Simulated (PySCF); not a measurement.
## Adding and removing an electron: CsNa

RHF-CCSD; basis Cs def2-SVP with ECP46, Na def2-SVP; scalar-relativistic core potentials; PySCF 2.14. Neutral (RHF): singlet (closed shell), Re = 3.969 Å, ωe = 94.3 cm⁻¹, De = 0.52 eV.

CsNa⁺ (UHF): doublet (σ ↑), Re = 4.637 Å, ωe = 62.3 cm⁻¹, De = 0.37 eV to Cs⁺ + Na. The energies at the minima are -181.71168 hartree for CsNa and -181.56781 for CsNa⁺.

Q: Work out the adiabatic ionisation energy, without and with harmonic zero-point energies (1 hartree = 27.2114 eV, 1 eV = 8065.5 cm⁻¹), and the change of the bond length.

A: At CCSD: 0.14387 hartree = 3.915 eV between the minima; the zero-point term (62.3 − 94.3)/2 cm⁻¹ = -0.002 eV makes it 3.913 eV. Re changes by +66.8 pm against the neutral. The electron leaves a σ orbital, and the ion is left as a loose complex of an ion and an atom.

Correlated steps freeze 1 core orbital. Weak bonds: CsNa⁺. Basis-set superposition, not corrected here, can be much of De in a small basis, most of all at correlated wavefunction levels. Spin–orbit coupling is left out. For an ion De counts to the pair picked by the measured ionisation energies or electron affinities, which need not be the lowest pair at this level. Where the molecule has an RHF reference, its open-shell atoms are computed with UHF. States were picked by a PBE0 search and need not be the measured ground states.

Neutral and ion stand on different kinds of reference determinant, which adds to the error of the difference.
